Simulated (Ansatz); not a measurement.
Ansatz (an electronic-structure program) input for C2H5Te, SMILES C[Te][CH2], multiplicity 2, B3LYP-D3(BJ)/def2-SVP. 

Ansatz 0.2 input:
```yaml
crystal:
  periodic: [false, false, false]
  atoms:
    - {symbol: C, position_ang: [1.65106329, -0.14254523, -0.80343291]}
    - {symbol: Te, position_ang: [-0.02668119, -0.04623973, 0.37106658]}
    - {symbol: C, position_ang: [-1.34473952, 0.32510167, -1.29102019]}
    - {symbol: H, position_ang: [2.59501024, -0.25081575, -0.30183233]}
    - {symbol: H, position_ang: [1.66051121, 0.40443297, -1.72963324]}
    - {symbol: H, position_ang: [-1.11369445, 1.28060947, -1.74300915]}
    - {symbol: H, position_ang: [-1.22876959, -0.46086007, -2.02477196]}
    - {symbol: H, position_ang: [-2.36357805, 0.33576099, -0.92949689]}
basis:
  gaussian:
    orbitals: def2-SVP
hamiltonian:
  xc: b3lyp
  dispersion: d3bj
magnetization: {spin_polarized: true, initial_magnetization: 1}
relax: {f_tol: 0.002, max_steps: 200}
```

Output:

```
WARN ansatz: RAYON_NUM_THREADS=1 ignored (pool sized by the plan → 1); use --threads N
Functional definition: B3LYP
integrals: 0.03 GiB planned
978 factors; integrals over basis functions are off by at most 3.0e-4 eV
mean field: 0.43 GiB planned
mean field evaluation 1: about -9433.7338 eV, gradient 4.9e1 eV
mean field evaluation 2: about -9401.9381 eV, gradient 7.5e1 eV
mean field evaluation 4: about -9446.9780 eV, gradient 9.9e0 eV
mean field evaluation 8: about -9447.5913 eV, gradient 2.8e-1 eV
mean field evaluation 16: about -9447.5920 eV, gradient 1.6e-4 eV
mean field -9447.59201303 eV, -347.1926026711 hartree, gradient 3.2e-5 eV, S^2 0.755158; 0 other end points of the search recorded, 0 dependent functions left out
the calculation of the forces begins
reference -9447.59223152 eV, -347.1926107003 hartree; 21, 20 occupied and 58, 59 virtual orbitals, 978 factors
relax step   1: F+E_penalty+E_count = -9447.88790101 eV  Δ(F+E_penalty+E_count) = +0.000e0 eV  max|allowed force component| = 6.408e-1 eV/Å  Δτ_max = 0.0000 Å  (31 SCF iters, accepted)
these checks for a lower state are left out or cut short: starts, cluster_reference, orbital_swaps, neighbouring_geometries, increment
integrals: 0.03 GiB planned
978 factors; integrals over basis functions are off by at most 3.6e-4 eV
mean field: 0.43 GiB planned
mean field -9447.63027979 eV, -347.1940089483 hartree, gradient 2.1e-5 eV, S^2 0.755438; 0 other end points of the search recorded, 0 dependent functions left out
the calculation of the forces begins
reference -9447.63050208 eV, -347.1940171173 hartree; 21, 20 occupied and 58, 59 virtual orbitals, 978 factors
relax step   2: F+E_penalty+E_count = -9447.92191039 eV  Δ(F+E_penalty+E_count) = -3.401e-2 eV  max|allowed force component| = 3.010e-1 eV/Å  Δτ_max = 0.0952 Å  (33 SCF iters, accepted)
these checks for a lower state are left out or cut short: starts, cluster_reference, orbital_swaps, neighbouring_geometries, increment
integrals: 0.03 GiB planned
978 factors; integrals over basis functions are off by at most 3.4e-4 eV
mean field: 0.43 GiB planned
mean field evaluation 32: about -9447.6330 eV, gradient 2.0e-5 eV
mean field -9447.63297085 eV, -347.1941078431 hartree, gradient 2.0e-5 eV, S^2 0.755356; 0 other end points of the search recorded, 0 dependent functions left out
the calculation of the forces begins
reference -9447.63319112 eV, -347.1941159379 hartree; 21, 20 occupied and 58, 59 virtual orbitals, 978 factors
relax step   3: F+E_penalty+E_count = -9447.92597493 eV  Δ(F+E_penalty+E_count) = -4.065e-3 eV  max|allowed force component| = 2.935e-1 eV/Å  Δτ_max = 0.0650 Å  (34 SCF iters, accepted)
these checks for a lower state are left out or cut short: starts, cluster_reference, orbital_swaps, neighbouring_geometries, increment
integrals: 0.03 GiB planned
978 factors; integrals over basis functions are off by at most 3.3e-4 eV
mean field: 0.43 GiB planned
mean field -9447.62700133 eV, -347.1938884673 hartree, gradient 1.6e-5 eV, S^2 0.755401; 0 other end points of the search recorded, 0 dependent functions left out
the calculation of the forces begins
reference -9447.62722249 eV, -347.1938965946 hartree; 21, 20 occupied and 58, 59 virtual orbitals, 978 factors
relax step   4: F+E_penalty+E_count = -9447.92104553 eV  Δ(F+E_penalty+E_count) = +4.929e-3 eV  max|allowed force component| = 5.289e-1 eV/Å  Δτ_max = 0.1022 Å  (33 SCF iters, rejected (line search))
these checks for a lower state are left out or cut short: starts, cluster_reference, orbital_swaps, neighbouring_geometries, increment
integrals: 0.03 GiB planned
978 factors; integrals over basis functions are off by at most 3.3e-4 eV
mean field: 0.43 GiB planned
mean field -9447.63849339 eV, -347.1943107928 hartree, gradient 1.3e-5 eV, S^2 0.755263; 0 other end points of the search recorded, 0 dependent functions left out
the calculation of the forces begins
reference -9447.63871415 eV, -347.1943189053 hartree; 21, 20 occupied and 58, 59 virtual orbitals, 978 factors
relax step   5: F+E_penalty+E_count = -9447.93152268 eV  Δ(F+E_penalty+E_count) = -5.548e-3 eV  max|allowed force component| = 1.201e-1 eV/Å  Δτ_max = 0.0455 Å  (33 SCF iters, accepted)
these checks for a lower state are left out or cut short: starts, cluster_reference, orbital_swaps, neighbouring_geometries, increment
integrals: 0.03 GiB planned
978 factors; integrals over basis functions are off by at most 3.4e-4 eV
mean field: 0.43 GiB planned
mean field -9447.63841378 eV, -347.1943078672 hartree, gradient 7.3e-6 eV, S^2 0.755204; 0 other end points of the search recorded, 0 dependent functions left out
the calculation of the forces begins
reference -9447.63863490 eV, -347.1943159932 hartree; 21, 20 occupied and 58, 59 virtual orbitals, 978 factors
relax step   6: F+E_penalty+E_count = -9447.93186623 eV  Δ(F+E_penalty+E_count) = -3.436e-4 eV  max|allowed force component| = 3.348e-2 eV/Å  Δτ_max = 0.0629 Å  (33 SCF iters, accepted)
these checks for a lower state are left out or cut short: starts, cluster_reference, orbital_swaps, neighbouring_geometries, increment
integrals: 0.03 GiB planned
978 factors; integrals over basis functions are off by at most 3.4e-4 eV
mean field: 0.43 GiB planned
mean field -9447.63935964 eV, -347.1943426269 hartree, gradient 1.8e-5 eV, S^2 0.755264; 0 other end points of the search recorded, 0 dependent functions left out
the calculation of the forces begins
reference -9447.63958071 eV, -347.1943507511 hartree; 21, 20 occupied and 58, 59 virtual orbitals, 978 factors
relax step   7: F+E_penalty+E_count = -9447.93258231 eV  Δ(F+E_penalty+E_count) = -7.161e-4 eV  max|allowed force component| = 3.860e-3 eV/Å  Δτ_max = 0.0295 Å  (34 SCF iters, accepted)
these checks for a lower state are left out or cut short: starts, cluster_reference, orbital_swaps, neighbouring_geometries, increment
integrals: 0.03 GiB planned
978 factors; integrals over basis functions are off by at most 3.4e-4 eV
mean field: 0.43 GiB planned
mean field evaluation 64: about -9447.6394 eV, gradient 7.3e-4 eV
mean field -9447.63943797 eV, -347.1943455054 hartree, gradient 6.5e-6 eV, S^2 0.755263; 0 other end points of the search recorded, 0 dependent functions left out
the calculation of the forces begins
reference -9447.63965905 eV, -347.1943536300 hartree; 21, 20 occupied and 58, 59 virtual orbitals, 978 factors
relax step   8: F+E_penalty+E_count = -9447.93261706 eV  Δ(F+E_penalty+E_count) = -3.475e-5 eV  max|allowed force component| = 2.790e-3 eV/Å  Δτ_max = 0.0090 Å  (27 SCF iters, accepted)
these checks for a lower state are left out or cut short: starts, cluster_reference, orbital_swaps, neighbouring_geometries, increment
integrals: 0.03 GiB planned
978 factors; integrals over basis functions are off by at most 3.4e-4 eV
mean field: 0.43 GiB planned
mean field -9447.63943289 eV, -347.1943453187 hartree, gradient 1.0e-5 eV, S^2 0.755257; 0 other end points of the search recorded, 0 dependent functions left out
the calculation of the forces begins
reference -9447.63965399 eV, -347.1943534440 hartree; 21, 20 occupied and 58, 59 virtual orbitals, 978 factors
relax step   9: F+E_penalty+E_count = -9447.93263602 eV  Δ(F+E_penalty+E_count) = -1.896e-5 eV  max|allowed force component| = 3.708e-3 eV/Å  Δτ_max = 0.0119 Å  (27 SCF iters, accepted)
these checks for a lower state are left out or cut short: starts, cluster_reference, orbital_swaps, neighbouring_geometries, increment
integrals: 0.03 GiB planned
978 factors; integrals over basis functions are off by at most 3.4e-4 eV
mean field: 0.43 GiB planned
mean field -9447.63946891 eV, -347.1943466422 hartree, gradient 1.2e-5 eV, S^2 0.755254; 0 other end points of the search recorded, 0 dependent functions left out
the calculation of the forces begins
reference -9447.63969005 eV, -347.1943547692 hartree; 21, 20 occupied and 58, 59 virtual orbitals, 978 factors
relax step  10: F+E_penalty+E_count = -9447.93263894 eV  Δ(F+E_penalty+E_count) = -2.914e-6 eV  max|allowed force component| = 4.598e-3 eV/Å  Δτ_max = 0.0043 Å  (27 SCF iters, accepted)
these checks for a lower state are left out or cut short: starts, cluster_reference, orbital_swaps, neighbouring_geometries, increment
integrals: 0.03 GiB planned
978 factors; integrals over basis functions are off by at most 3.4e-4 eV
mean field: 0.43 GiB planned
mean field -9447.63943539 eV, -347.1943454107 hartree, gradient 3.0e-5 eV, S^2 0.755253; 0 other end points of the search recorded, 0 dependent functions left out
the calculation of the forces begins
reference -9447.63965653 eV, -347.1943535372 hartree; 21, 20 occupied and 58, 59 virtual orbitals, 978 factors
relax step  11: F+E_penalty+E_count = -9447.93264066 eV  Δ(F+E_penalty+E_count) = -1.722e-6 eV  max|allowed force component| = 3.994e-3 eV/Å  Δτ_max = 0.0012 Å  (22 SCF iters, accepted)
these checks for a lower state are left out or cut short: starts, cluster_reference, orbital_swaps, neighbouring_geometries, increment
integrals: 0.03 GiB planned
978 factors; integrals over basis functions are off by at most 3.4e-4 eV
mean field: 0.43 GiB planned
mean field -9447.63943929 eV, -347.1943455540 hartree, gradient 1.7e-5 eV, S^2 0.755253; 0 other end points of the search recorded, 0 dependent functions left out
the calculation of the forces begins
reference -9447.63966043 eV, -347.1943536806 hartree; 21, 20 occupied and 58, 59 virtual orbitals, 978 factors
relax step  12: F+E_penalty+E_count = -9447.93264134 eV  Δ(F+E_penalty+E_count) = -6.809e-7 eV  max|allowed force component| = 4.456e-4 eV/Å  Δτ_max = 0.0002 Å  (23 SCF iters, accepted)
integrals: 0.03 GiB planned
978 factors; integrals over basis functions are off by at most 3.4e-4 eV
mean field: 0.43 GiB planned
mean field evaluation 96: about -9447.6387 eV, gradient 2.8e-1 eV
mean field -9447.63943929 eV, -347.1943455540 hartree, gradient 1.7e-5 eV, S^2 0.755253; 1 other end points of the search recorded, 0 dependent functions left out
the calculation of the forces begins
reference -9447.63966043 eV, -347.1943536806 hartree; 21, 20 occupied and 58, 59 virtual orbitals, 978 factors
Total energy: -9447.93286248 eV, -347.2051286571 hartree
Atom 0 at     1.687774    -0.069619    -0.771801 Å, force     0.000111    -0.000045    -0.000292 eV/Å
Atom 1 at    -0.037064    -0.091640     0.363500 Å, force    -0.000446     0.000045     0.000084 eV/Å
Atom 2 at    -1.368217     0.322342    -1.303486 Å, force    -0.000034     0.000004    -0.000082 eV/Å
Atom 3 at     2.640385    -0.265254    -0.275164 Å, force     0.000403    -0.000044     0.000170 eV/Å
Atom 4 at     1.676139     0.382124    -1.766457 Å, force    -0.000185     0.000042    -0.000000 eV/Å
Atom 5 at    -1.100413     1.290489    -1.745102 Å, force     0.000031    -0.000077    -0.000018 eV/Å
Atom 6 at    -1.276424    -0.483136    -2.042504 Å, force     0.000034     0.000108     0.000050 eV/Å
Atom 7 at    -2.393059     0.360138    -0.911116 Å, force     0.000085    -0.000033     0.000088 eV/Å
Dipole moment:    -0.169749     0.079958    -0.106886 e Å
```

Self-consistency was reached.

Cost: about 60 core-seconds (a rough figure).
